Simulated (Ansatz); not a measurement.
Geometry optimisation, RKS PBE0-D4/cc-pVDZ (Ansatz 0.2.0).

The input (input.yaml):

```yaml
crystal:
  periodic: [false, false, false]
  atoms:
    - { symbol: B, position_ang: [0.0, 0.0, 0.0] }
    - { symbol: F, position_ang: [0.0, 0.0, 1.67] }
    - { symbol: H, position_ang: [1.0305, 0.0, -0.595] }
    - { symbol: O, position_ang: [-1.2211, 0.0, -0.705] }
    - { symbol: H, position_ang: [-1.7308, -0.8467, -0.4965] }
    - { symbol: S, position_ang: [-0.2739, 2.0601, 0.6906] }
    - { symbol: H, position_ang: [-1.575, 2.4834, 0.394] }
    - { symbol: H, position_ang: [-0.1407, 1.0582, 1.6601] }
basis:
  gaussian: { orbitals: cc-pVDZ }
hamiltonian:
  xc: pbe0
  dispersion: d4
relax:
  f_tol: 0.15
  max_steps: 25
  restrain:
    - { distance: [0, 5], at: 3.09, k: 30.0 }
    - { distance: [7, 1], at: 2.12, k: 30.0 }
    - { distance: [0, 1], at: 1.32, k: 30.0 }
    - { distance: [7, 5], at: 1.4, k: 30.0 }
```

Launched with:

```bash
$ ansatz run input.yaml --threads 2 --pin off --max-ram 3072MiB --backend cpu --events-out ev --progress --plain --runs-dir out
```

Problem. Where does it end, and by what steps?

Solution. It converged. The restraints hold the end off the free minimum. After 7 steps the energy has fallen by 3.295 eV (the restraints' own energy left out); F2 moved furthest, 0.64 Å.

```json
{"step": "0", "energy less start (eV)": "0.0000", "largest force component (eV/Å)": "6.418", "accepted": "yes"}
{"step": "1", "energy less start (eV)": "-1.2592", "largest force component (eV/Å)": "2.782", "accepted": "yes"}
{"step": "2", "energy less start (eV)": "-2.1488", "largest force component (eV/Å)": "2.600", "accepted": "yes"}
{"step": "3", "energy less start (eV)": "-2.7033", "largest force component (eV/Å)": "2.477", "accepted": "yes"}
{"step": "4", "energy less start (eV)": "-3.0535", "largest force component (eV/Å)": "1.871", "accepted": "yes"}
{"step": "5", "energy less start (eV)": "-3.1825", "largest force component (eV/Å)": "2.088", "accepted": "yes"}
{"step": "6", "energy less start (eV)": "-3.1619", "largest force component (eV/Å)": "1.706", "accepted": "no"}
{"step": "7", "energy less start (eV)": "-3.2945", "largest force component (eV/Å)": "0.651", "accepted": "yes"}
```

```xyz
8
Properties=species:S:1:pos:R:3
B 0.043 -0.264 -0.060
F -0.010 -0.492 1.261
H 1.089 -0.023 -0.588
O -1.078 -0.394 -0.802
H -1.849 -0.678 -0.293
S -0.275 2.652 0.924
H -1.507 2.403 0.421
H -0.324 1.551 1.755
```

The run took 15 s on 2 threads of Arm Neoverse V2, with other jobs on the host, peak memory 0.15 GiB.
